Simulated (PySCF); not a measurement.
Dipole moment and polarisability of `C#C[Si@@H]1CC[C@@H]1C(F)(F)F`

Compound: C₆H₇F₃Si.
Cartesian coordinates in Å at the PBE0-D3(BJ)/def2-SVP level; atoms count from 1:
```
atom  x, y, z in Å
C1     3.0075   -0.3022    1.6419
C2     2.1938   -0.4135    0.7437
Si3    0.9394   -0.5318   -0.5776
C4     0.2458    1.0230   -1.3898
C5    -1.1648    0.3987   -1.2075
C6    -0.9073   -0.6610   -0.0967
C7    -1.2654   -0.1832    1.2774
F8    -2.5833    0.0339    1.4076
F9    -0.9210   -1.0723    2.2129
F10   -0.6574    0.9771    1.5818
H11    3.7212   -0.2084    2.4415
H12    1.3238   -1.6120   -1.5301
H13    0.3867    1.8964   -0.7359
H14    0.5278    1.2975   -2.4151
H15   -1.4801   -0.1161   -2.1274
H16   -1.9605    1.1173   -0.9538
H17   -1.4148   -1.6241   -0.2465
```

Level: PBE0/def2-SVPD (PySCF), static field, nuclei fixed, core orbitals frozen in the response. The polarisability tensor in these axes (au):

```
x   106.96  -3.22  14.35
y    -3.22  79.40  -2.74
z    14.35  -2.74  96.84
```

Task: Diagonalise the tensor; give its mean and Δα, where Δα² is half the sum of the squared differences of the eigenvalues.

Result: Principal values 78.92, 86.70 and 117.58 au; mean 94.40 au = 13.99 Å³ = 15.56 × 10⁻⁴⁰ C²·m²/J; Δα = 35.42 au (38 % of the mean).

Task: What is the dipole moment, and where does it point?

Result: (1.03, -0.10, -1.90) D, 2.16 D in size, pointing from the negative to the positive side. Measured along this direction, the outermost atoms are F8 at the negative end and H14 at the positive end.

Task: Rayleigh depolarisation ratio (linearly polarised light, static tensor)?

Result: ρ = 3Δα²/(45ᾱ² + 4Δα²) = 3762.9/(401004 + 5017.2) = 0.00927.

Task: In TDDFT the mean static polarisability is Σ f/ω² over all singlet excitations (ω in hartree). How much of it do the 10 lowest give? Their energies (eV) and oscillator strengths: 5.68, 0.0013; 6.05, 0.0146; 6.20, 0.0024; 6.84, 0.0095; 7.27, 0.3381; 7.33, 0.0206; 7.61, 0.0216; 7.72, 0.0126; 7.86, 0.0089; 7.90, 0.0178.

Result: They add up to 6.30 au, 6.7 % of the 94.40 au; the largest single term is 4.74 au, from the state at 7.27 eV. Terms in order: 0.03, 0.30, 0.05, 0.15, 4.74, 0.28, 0.28, 0.16, 0.11, 0.21 au. Higher excitations give the rest. The strengths listed sum to 0.447.

Task: Refractivity n − 1 of an ideal gas of it at 298.15 K and 1 atm, from the electronic α?

Result: N = p/kT = 2.4615 × 10¹⁹ cm⁻³, so n − 1 = 2π × N × 13.99 × 10⁻²⁴ cm³ = 2163 × 10⁻⁶ at long wavelengths, for an ideal gas.

Task: Find the Langevin capture rate constant for O2+ (31.990 u) meeting this molecule (164.027 u), k = 2.342 × 10⁻⁹ cm³/s × √(α in Å³ / reduced mass in u).

Result: The reduced mass is 26.77 u, so k = 1.69 × 10⁻⁹ cm³/s. The formula leaves out the permanent dipole, which adds to the capture rate.

The structure is a single PBE0-D3(BJ)/def2-SVP conformer in the gas phase; no vibrational or solvent corrections.
